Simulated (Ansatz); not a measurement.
The cluster Li₄O₂⁻, relaxed as a doublet with UKS r2SCAN-D4/def2-TZVPD in Ansatz, starting from the GFN2-xTB geometry. Force threshold 0.02 eV/Å.

The highest occupied level of the charge -1 doublet lies above zero (up to 0.82 eV). The electron is either unbound and held by the finite basis, or the level is raised by self-interaction error. The gap within one spin of the charge -1 doublet nearly closes, so an electron or hole may be smeared out by delocalisation error. The structure comes from a short search, and lower isomers may exist.

Start:

```csv
atom,x (Å),y (Å),z (Å)
Li1,0.499,1.958,-1.612
Li2,0.102,0.449,1.221
Li3,-0.843,-2.399,0.182
Li4,0.141,-0.369,-0.874
O5,-0.425,-1.200,1.145
O6,0.526,1.561,-0.063
```

```
         step  energy (eV)  largest force component (eV/Å)  SCF passes
            1   -4915.3825                           1.458          23
            2   -4915.9637                           0.955          27
            3   -4916.3189                           0.449          26
            4   -4916.4097                           0.241          25
            5   -4916.4730                           0.116          25
            6   -4916.5065                           0.061          26
            7   -4916.5122                           0.144          25
 8 (rejected)   -4916.5115                           0.187          25
            9   -4916.5167                           0.008          25
           10   -4916.5168                           0.082          20
           11   -4916.5173                           0.026          23
           12   -4916.5177                           0.003          20
           13   -4916.5179                           0.048          22
14 (rejected)   -4916.5174                           0.047          20
           15   -4916.5181                           0.007          22
```

Force components are those of the run's own axes.

End:

Cartesian coordinates in Å:
```
Li 0.8378 2.7645 -1.1556
Li -0.2996 0.4525 0.8696
Li -0.9063 -2.7588 1.1167
Li 0.3361 -0.4556 -0.8492
O -0.3948 -1.2995 0.5432
O 0.4268 1.2970 -0.5248
```

By distances, no bond broke or formed, bridged metal pairs apart. The bond that changes most is Li4–O5, from 2.26 to 1.78 Å (atoms count from 1). Metal–metal contacts that move far: Li1–Li4 2.47 to 3.27 Å, Li3–Li4 2.49 to 3.27 Å.

The force fell under the threshold at step 9, but the optimiser went on. No frequencies were taken in this run, so the end may be a saddle point.

Run time 37 s (4 threads of Arm Neoverse V2 on a shared host).
